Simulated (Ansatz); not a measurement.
Consider the formal exchange of groups at a Ge–Ge bond: `[CH3][GeH]([F])[GeH3]` + `B[SiH2]O` → `O[SiH2][BH][GeH3]` + `[CH3][GeH2][F]`.

Calculated with Ansatz (gas phase, PBE0-D4/def2-TZVP geometries, no zero-point term in ΔE). CCSD(T)/CBS is the MP2 limit (def2-TZVPP, def2-QZVPP) plus CCSD(T) − MP2 in def2-TZVPP, frozen cores. DFT in def2-TZVPP. B3LYP here is the variant with VWN-RPA as its local correlation; programs differ in this. For Ge outer-core shells are correlated without core-valence functions, which leaves a few kJ/mol of doubt a bond. Scalar relativity is left out up to krypton. One conformer a species, not always the lowest.

| level | ΔE (kJ/mol) | difference from CCSD(T)/CBS |
| --- | --- | --- |
| PBE-D4 | 23.6 | 0.8 |
| r2SCAN-D4 | 23.4 | 0.6 |
| PBE0-D4 | 24.1 | 1.3 |
| B3LYP-D4 | 28.1 | 5.3 |
| ωB97X-V | 24.8 | 2.0 |
| ωB97M-V | 26.1 | 3.3 |
| B2PLYP | 27.8 | 5.0 |
| PBE | 24.3 | 1.5 |
| r2SCAN | 23.6 | 0.8 |
| PBE0 | 24.6 | 1.8 |
| B3LYP | 29.1 | 6.3 |
| HF/def2-TZVPP | 28.4 | 5.6 |
| MP2/def2-TZVPP | 26.2 | 3.4 |
| SCS-MP2/def2-TZVPP | 26.5 | 3.7 |
| CCSD/def2-TZVPP | 24.2 | 1.4 |
| CCSD(T)/def2-TZVPP | 23.3 | 0.5 |
| HF/def2-QZVPP | 28.8 | 6.0 |
| MP2/def2-QZVPP | 26.1 | 3.3 |
| SCS-MP2/def2-QZVPP | 26.1 | 3.3 |
| HF/CBS(def2) | 28.9 | 6.1 |
| MP2/CBS(def2) | 25.7 | 2.9 |
| CCSD/CBS(def2) | 23.7 | 0.9 |
| CCSD(T)/CBS | 22.8 | 0 |

Largest T1 diagnostic among the species: 0.013.
